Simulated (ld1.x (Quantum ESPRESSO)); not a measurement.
# Scattering properties, ultrasoft potential for lithium

- Element: Li
- Generator: ld1.x (Quantum ESPRESSO) 7.5
- Type: ultrasoft
- Functional: PBEsol
- Relativity: scalar-relativistic
- Frozen core: none
- Valence charge: 3
- Reference configuration: 1s2 2s1 2p0
- Partial waves: 1s (bound): rcut 0.90, rcutus 1.15 bohr; 2s (bound): rcut 0.90, rcutus 1.15 bohr; 2p (bound, empty): rcut 4.00, rcutus 4.80 bohr; 2p channel at 2.6 Ry: rcut 4.00, rcutus 4.80 bohr; 3d channel at -0.05 Ry: rcut 3.85, rcutus 4.55 bohr
- Local potential: all-electron potential smoothed inside 4.15 bohr (lloc = -1)
- Core correction: none
- Augmentation charge: PSQ, radius 0.85 bohr

The phase is arctan(r·u′/u) with u = r·R(r), unwrapped; energies in Ry, scanned from -6 to 5 Ry. A pole is an energy at which the radial function vanishes at the test radius. The pseudo phase is shifted by a multiple of π to meet the all-electron one at the reference energy, and phase errors are pseudo minus all-electron; the curves can meet again beyond the range given. Levels narrower than the energy grid can be missing from the lists of poles.

Question: For each channel, where are the poles, and over which energies does the pseudopotential scatter like the atom?

Answer:

| channel | radius (bohr) | reference energy (Ry) | poles, all-electron | poles, pseudo | unbroken range about the reference energy with phases within 0.05 rad | phase error 1 Ry above the reference energy (rad) |
| --- | --- | --- | --- | --- | --- | --- |
| s | 5.18 | -0.21 | -0.04, 1.40, 3.69 | -0.04, 1.58, 4.49 | below 0.4 | +0.145 |
| p | 5.18 | -0.08 | 0.14, 1.36, 3.35 | 0.16, 1.55, 3.47 | below 0.3 | +0.437 |
| d | 5.18 | -0.05 | 0.79, 2.49, 4.93 | 0.82, 3.18 | below 1.1 | +0.027 |

Phases in the s channel:

```tsv
E (Ry)	all-electron	pseudo
-6.00	1.491	1.491
-5.74	1.489	1.489
-5.48	1.487	1.487
-5.22	1.485	1.485
-4.96	1.482	1.482
-4.70	1.480	1.480
-4.44	1.477	1.477
-4.18	1.474	1.474
-3.92	1.471	1.471
-3.66	1.467	1.467
-3.40	1.463	1.463
-3.14	1.458	1.458
-2.88	1.453	1.453
-2.62	1.446	1.446
-2.36	1.439	1.439
-2.10	1.430	1.430
-1.84	1.419	1.419
-1.58	1.405	1.405
-1.32	1.385	1.386
-1.06	1.357	1.357
-0.80	1.309	1.309
-0.54	1.192	1.193
-0.28	0.126	0.128
-0.02	-1.593	-1.591
0.24	-1.834	-1.819
0.50	-2.445	-2.284
0.76	-4.259	-4.079
1.02	-4.575	-4.517
1.28	-4.680	-4.639
1.54	-4.747	-4.704
1.80	-4.814	-4.753
2.06	-4.922	-4.803
2.32	-5.319	-4.873
2.58	-7.295	-5.022
2.84	-7.666	-5.780
3.10	-7.762	-7.404
3.36	-7.811	-7.662
3.62	-7.846	-7.748
3.88	-7.875	-7.793
4.14	-7.905	-7.823
4.40	-7.944	-7.847
4.66	-8.010	-7.868
4.92	-8.192	-7.889
```
